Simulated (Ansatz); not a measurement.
Consider the formal hydrolysis of a B–Br bond: `COB(N)Br` + H₂O → `COB(N)O` + HBr.

Computed with Ansatz on PBE0-D4/def2-TZVP structures; ΔE is electronic, products minus reactants. CCSD(T)/CBS is the MP2 limit (def2-TZVPP, def2-QZVPP) plus CCSD(T) − MP2 in def2-TZVPP, frozen cores. This one scheme is used for every species. Functionals use def2-TZVPP. B3LYP here is the variant with VWN-RPA as its local correlation; programs differ in this. For Br outer-core shells are correlated without core-valence functions, which leaves a few kJ/mol of doubt a bond. Scalar relativity is left out up to krypton. Each species was taken in one conformer, which may not be the lowest.

| level | ΔE (kJ/mol) |
| --- | --- |
| B3LYP | -39.2 |
| MP2/def2-TZVPP | -24.2 |

(1) What does CCSD(T)/CBS give? (An estimate is asked.)

Largest T1 diagnostic among the species: 0.011.

Answers

(1) Computed: -26.4 kJ/mol. The listed levels differ from it by -12.8, 2.2 kJ/mol.

The D4 term adds +5.1 kJ/mol with B3LYP and +2.6 kJ/mol with PBE0; it sums over pairs of atoms, weighted by their polarisabilities, and B3LYP, whose exchange is more repulsive, gets the larger term. In def2-TZVPP, CCSD(T) changes the Hartree–Fock value by +13.9 kJ/mol (the triples alone add +2.9 kJ/mol) and MP2 by +22.0 kJ/mol.
